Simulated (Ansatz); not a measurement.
Reaction (hydrogenolysis of the Si–C bond): `N=C[Si](N)(O)S` + H₂ → `N[SiH](O)S` + `C=N`

Program: Ansatz. Geometries: PBE0-D4/def2-TZVP. ΔE: electronic, gas phase. CCSD(T)/CBS is the MP2 limit (def2-TZVPP, def2-QZVPP) plus CCSD(T) − MP2 in def2-TZVPP, frozen cores. This one scheme is used for every species. One conformer a species, not always the lowest.

```tsv
species	MP2/def2-QZVPP energy (Eh)
`N=C[Si](N)(O)S`	-913.04316
H₂	-1.16658
`N[SiH](O)S`	-819.74108
`C=N`	-94.47062
```

Work out ΔE.

ΔE = (-819.74108) + (-94.47062) − (-913.04316) − (-1.16658) = -0.00196 Eh = -1.2 kcal/mol. CCSD(T)/CBS gives -2.3 kcal/mol.

Largest T1 diagnostic among the species: 0.012.

In def2-TZVPP, CCSD(T) changes the Hartree–Fock value by +7.4 kcal/mol (the triples alone add +1.6 kcal/mol) and MP2 by +8.8 kcal/mol. From PBE to PBE0 (25 % exact exchange), in def2-TZVPP and without D4, ΔE moves by −1.1 kcal/mol. The D4 term adds +3.4 kcal/mol with B3LYP and +1.9 kcal/mol with PBE0; it sums over pairs of atoms, weighted by their polarisabilities, and B3LYP, whose exchange is more repulsive, gets the larger term.

B3LYP here is the variant with VWN-RPA as its local correlation; programs differ in this.
